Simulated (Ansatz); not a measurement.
A nudged elastic band was laid between two geometries of BF$_{2}$H$_{3}$OS (8 atoms, charge 0, multiplicity 1).

All numbers below come from Ansatz, UKS PBE0-D4/cc-pVDZ.

```
movable images  : 9
climbing image  : yes
spring          : 5.0 eV/Å²
optimiser       : quadratic models (default)
start path      : through a guess of the saddle point
force threshold : 0.05 eV/Å
iteration limit : 60
end points      : relaxed
```

Initial state:

```xyz
8
Properties=species:S:1:pos:R:3
B -0.386 0.424 -0.332
S 1.421 0.680 -0.793
F -1.195 -0.152 -1.249
F -0.924 1.440 0.408
H 0.655 -0.872 1.084
O -0.304 -0.823 0.919
H 1.427 -0.276 -1.751
H -0.693 -0.421 1.713
```

Final state:

```xyz
8
Properties=species:S:1:pos:R:3
B -1.090 0.261 0.028
S 2.082 0.243 -0.476
F -1.153 -0.192 -1.224
F -1.229 1.574 0.232
H 1.882 -0.964 0.102
O -0.969 -0.622 1.039
H 1.411 -0.126 -1.593
H -0.933 -0.174 1.892
```

(1) What changes between the two ends?

(2) Give the energies along the band, and the barrier.

(3) What is the geometry of the highest image?

(4) What are the harmonic wavenumbers there?

Answers

(1) Bonds broken: B1–S2, H5–O6. Bonds formed: S2–H5. BF2H3OS becomes BF2HO + H2S.

(2) The run converged. The highest image is number 3 of 0 to 10, 0.53 eV above the first end and 0.98 eV above the last; the last end lies 0.45 eV below the first. A vibrational analysis at the climbing image gives one clearly imaginary mode, 1114i cm⁻¹: a first-order saddle point. The orbitals stay closed-shell, which can raise the energy where a bond breaks towards radicals; this wasn't checked here.

```csv
image,path coordinate (Å),energy (eV),B1–S2 (Å),H5–O6 (Å),S2–H5 (Å)
0,0.00,0.00,1.88,0.97,2.55
1,0.33,0.03,1.90,0.98,2.30
2,0.65,0.22,1.97,1.04,1.93
3,0.98,0.53,2.10,1.29,1.59
4,1.28,0.24,2.28,1.62,1.42
5,1.58,-0.14,2.57,1.92,1.36
6,1.88,-0.34,2.85,2.19,1.35
7,2.17,-0.41,3.07,2.43,1.35
8,2.47,-0.43,3.19,2.63,1.35
9,2.77,-0.44,3.23,2.81,1.35
10,3.07,-0.45,3.21,3.02,1.35
```

(3) 
```xyz
8
Properties=species:S:1:pos:R:3:forces:R:3
B -0.585 0.333 -0.169 -0.01 -0.01 0.02
S 1.469 0.492 -0.564 0.02 0.00 0.00
F -1.250 -0.080 -1.269 0.00 0.01 0.00
F -1.001 1.476 0.437 -0.01 -0.01 -0.01
H 0.876 -0.492 0.536 0.01 0.01 0.00
O -0.350 -0.777 0.832 -0.02 0.01 0.00
H 1.465 -0.468 -1.520 0.00 0.00 0.00
H -0.623 -0.485 1.716 0.01 -0.01 0.00
```

(4) 1114i, 194, 274, 283, 371, 423, 496, 557, 618, 635, 857, 991, 1145, 1272, 1374, 1572, 2715, 3801 cm⁻¹.

Time of the run: 6.9 min on 2 threads of Arm Neoverse V1, on a shared host, peak memory 0.27 GiB.
